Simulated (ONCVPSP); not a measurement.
## Scattering properties, ONCV potential for Cu

* Element: copper (Cu)
* Generator: ONCVPSP 4.0.1
* Type: optimised norm-conserving Vanderbilt (ONCV)
* Functional: PBE
* Relativity: scalar-relativistic
* Frozen core: [Ne]
* Valence charge: 19
* Reference configuration: 3s2 3p6 3d10 4s1
* Partial waves: 3s+4s: rc 1.40 bohr, ncon 4, nbas 8, qcut 9.4 1/bohr, 2 projectors; 3p: rc 1.10 bohr, ncon 4, nbas 8, qcut 13.6 1/bohr, 3 projectors, debl 1.8 Ha; 3d: rc 1.10 bohr, ncon 5, nbas 9, qcut 15.3 1/bohr, local
* Local potential: the d channel
* Core correction: Teter function, fcfact 4, rcfact 1.45

In the p channel the program set the typed energies aside and used -2.651, 0.250, 2.050 Ha.

The phase is arctan(r·R′/R) of the radial function R(r), unwrapped; energies in Ha, scanned from -6 to 5 Ha. A pole is an energy at which the radial function vanishes at the test radius. The pseudo phase is shifted by a multiple of π to meet the all-electron one at the reference energy, and phase errors are pseudo minus all-electron; the curves can meet again beyond the range given. Levels narrower than the energy grid can be missing from the lists of poles.

```tsv
channel	radius (bohr)	reference energy (Ha)	poles, all-electron	poles, pseudo	unbroken range about the reference energy with phases within 0.05 rad	phase error 1 Ha above the reference energy (rad)
s	1.42	-0.17	-3.97	-3.97	the whole range	-0.000
p	1.12	-2.65	-1.32	-1.32	the whole range	-0.000
d	1.12	-0.19	1.31	1.39	below 2.9	+0.007
```

Phases in the s channel:

| E (Ha) | all-electron | pseudo |
| --- | --- | --- |
| -5.96 | 1.212 | 1.212 |
| -5.68 | 1.176 | 1.177 |
| -5.40 | 1.122 | 1.122 |
| -5.12 | 1.026 | 1.026 |
| -4.84 | 0.797 | 0.797 |
| -4.56 | -0.087 | -0.087 |
| -4.28 | -1.249 | -1.249 |
| -4.00 | -1.555 | -1.555 |
| -3.72 | -1.675 | -1.675 |
| -3.44 | -1.743 | -1.743 |
| -3.16 | -1.792 | -1.792 |
| -2.88 | -1.832 | -1.832 |
| -2.60 | -1.869 | -1.869 |
| -2.32 | -1.905 | -1.905 |
| -2.04 | -1.944 | -1.944 |
| -1.76 | -1.986 | -1.986 |
| -1.48 | -2.035 | -2.035 |
| -1.20 | -2.093 | -2.093 |
| -0.92 | -2.163 | -2.163 |
| -0.64 | -2.251 | -2.251 |
| -0.36 | -2.365 | -2.365 |
| -0.08 | -2.514 | -2.514 |
| 0.20 | -2.711 | -2.711 |
| 0.48 | -2.958 | -2.958 |
| 0.76 | -3.242 | -3.242 |
| 1.04 | -3.523 | -3.523 |
| 1.32 | -3.764 | -3.764 |
| 1.60 | -3.954 | -3.954 |
| 1.88 | -4.098 | -4.098 |
| 2.16 | -4.207 | -4.207 |
| 2.44 | -4.291 | -4.291 |
| 2.72 | -4.357 | -4.358 |
| 3.00 | -4.410 | -4.411 |
| 3.28 | -4.454 | -4.455 |
| 3.56 | -4.491 | -4.491 |
| 3.84 | -4.522 | -4.522 |
| 4.12 | -4.549 | -4.550 |
| 4.40 | -4.572 | -4.573 |
| 4.68 | -4.593 | -4.594 |
| 4.96 | -4.612 | -4.613 |
